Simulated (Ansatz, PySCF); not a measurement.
Gas-phase reaction R1 + R2 → P1 + P2, each structure at its B3LYP-D3(BJ)/def2-TZVP stationary point, reached from a drawn start (curvature not checked).
R1: Cl4Ti (SMILES [Cl][Ti]([Cl])([Cl])[Cl]), charge 0, multiplicity 1.
P1, Cl3H2NTi (SMILES [NH2][Ti]([Cl])([Cl])[Cl]) (charge 0, multiplicity 1, Z-matrix in Å and degrees):
```
Ti
N 1 1.8517
H 2 1.0127 1 124.29
H 2 1.0127 3 111.51 1 177.19
Cl 1 2.1949 2 107.12 3 -29.70
Cl 1 2.1952 2 107.14 3 -152.57
Cl 1 2.2065 2 109.41 3 88.90
```
R2, NH3 (SMILES N) (charge 0, multiplicity 1):
```json
[
 {"atom": "N", "x (Å)": "0.0009", "y (Å)": "-0.0039", "z (Å)": "0.2791"},
 {"atom": "H", "x (Å)": "-0.5807", "y (Å)": "-0.7417", "z (Å)": "-0.1015"},
 {"atom": "H", "x (Å)": "-0.3536", "y (Å)": "0.8753", "z (Å)": "-0.0796"},
 {"atom": "H", "x (Å)": "0.9333", "y (Å)": "-0.1297", "z (Å)": "-0.0980"}
]
```
P2: HCl (SMILES Cl), charge 0, multiplicity 1.

P less R. No zero-point or thermal terms; no spin–orbit coupling.

Cores are frozen in the correlated methods.

Programs: Ansatz (Gaussian orbitals); PySCF for the D3/D4 terms. No computed number here is a measurement.

Q: One of these levels gives 14.20 kcal/mol for the reaction energy. Which?
A) SCS-MP2/def2-SVPD
B) CCSD/def2-TZVPPD
C) CCSD/def2-SVPD
D) PBE-D3(BJ)/def2-TZVPPD

A: B, CCSD/def2-TZVPPD. The others give 17.64 (PBE-D3(BJ)/def2-TZVPPD), 12.80 (SCS-MP2/def2-SVPD), 10.13 (CCSD/def2-SVPD)

Ansatz is a quantum-chemistry and plane-wave program.
